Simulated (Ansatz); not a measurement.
Harmonic frequencies (cm⁻¹) at PBE0-D4/def2-TZVP from Ansatz: 262, 333, 692, 787, 994, 1077, 1098, 1275, 1314, 1406, 1476, 1486, 1493, 3054, 3096, 3130, 3136, 3162.

(1) Which molecule is it?
A. `CCCl`
B. `BC#CN`
C. `C=CBBr`
D. `O[SiH]1[NH][Al]1[Cl]`

Results:

(1) A.
